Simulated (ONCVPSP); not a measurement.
## Er (Z = 68): variants of one ONCV potential

Base potential:

Er (Z = 68), optimised norm-conserving Vanderbilt (ONCV), made with ONCVPSP 4.0.1 (PBE, scalar-relativistic). Core [Kr] 4d10 4f11, reference 5s2 5p6 5d1 6s1.75 6p0.25. Waves: 5s+6s: rc 2.25 bohr, ncon 3, nbas 8, qcut 6.3 1/bohr, 2 projectors; 5p+6p: rc 2.55 bohr, ncon 4, nbas 9, qcut 4.8 1/bohr, 3 projectors, debl 0.7 Ha; 5d: rc 3.50 bohr, ncon 4, nbas 8, qcut 4.9 1/bohr, 2 projectors, debl 2.2 Ha. Local part: polynomial inside 1.80 bohr (lpopt 5, dvloc0 -1 Ha). Core correction: polynomial model core, fcfact 0.45.

Cutoffs, loose and tight: the cutoffs (Ha) at which the residual kinetic energy of the hardest occupied pseudo-wave falls to 1 and 0.1 mHa per electron. They do not see the model core or the augmentation charge, which bear on the density cutoff. Test errors are all-electron minus pseudo excitation energies from the reference, over the configurations 5s2 5p6 5d1 6s2 6p0; 5s2 5p6 5d1 6s1 6p0; 5s2 5p6 5d1 6s0 6p0; 5s2 5p5 5d1 6s2 6p0. A dash means not determined; rows that change the core or the reference have their own tests.

| change | outcome | cutoff, loose | cutoff, tight | bound ghosts | GHOST(+) flags above zero | largest test error (meV) |
| --- | --- | --- | --- | --- | --- | --- |
| base | generated | 11 Ha | 14 Ha | none | none | -299 |
| d: debl 0.2 | generated | 11 Ha | 14 Ha | none | none | -299 |
| d: debl 0.25 | generated | 11 Ha | 14 Ha | none | none | -299 |
| d: debl 0.35 | generated | 11 Ha | 14 Ha | none | none | -297 |
| d: debl 0.55 | generated | 11 Ha | 14 Ha | none | none | -297 |
| d: debl 0.8 | generated | 11 Ha | 14 Ha | none | none | -297 |
| d: debl 1.1 | generated | 11 Ha | 14 Ha | none | none | -297 |
| d: debl 1.5 | generated | 11 Ha | 14 Ha | none | none | -297 |
| d: debl 2.25 | generated | 11 Ha | 14 Ha | none | none | -299 |
| d: debl 3.15 | generated | 11 Ha | 14 Ha | none | none | -302 |

Q: What comes out with this change to the base: d: debl 4.7?

A: outcome: generated; cutoff, loose: 11 Ha; cutoff, tight: 14 Ha; bound ghosts: none; GHOST(+) flags above zero: d; largest test error (meV): -433.

Reading the sweep of the debl of the d channel (base included, trends over the rows without a ghost): The loose cutoff stays near 11 Ha. The median size of the test errors (rows with all tests solved) rises from 17.6 meV at 0.2 to 51.7 meV at 4.7 Ha.
